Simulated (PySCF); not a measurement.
## Low-lying terms of Rh(27+) (rhodium, charge +27)

Ground state [Ar], ¹S. Calculation: PySCF 2.14, in an even-tempered Gaussian basis (20 s from 0.576 bohr⁻², ratio 2.5; 14 p from 0.752 bohr⁻², ratio 2.5; 6 d from 1.17 bohr⁻², ratio 2.7; 3 f from 34 bohr⁻², ratio 2.7); scalar relativity by spin-free X2C-1e. Vertical excitation energies in eV without spin-orbit coupling; excited terms of each kind are numbered among those the solver found. Frozen: [Ne].

```csv
term,leading excitation,EOM-EE-CCSD
1 3P°,3p → d,139.33
1 3F°,3p → d,144.80
1 1D°,3p → d,153.21
1 3D°,3p → d,153.52
1 1F°,3p → d,153.79
1 1P°,3p → d,186.65
1 3D,3s → d,257.00
1 1D,3s → d,262.39
```

The spin-orbit splitting of the hole, absent here, rivals or exceeds the spacing of these terms, so the LS terms are model states.

The solver can miss terms. The 29 highest virtual orbitals were dropped.
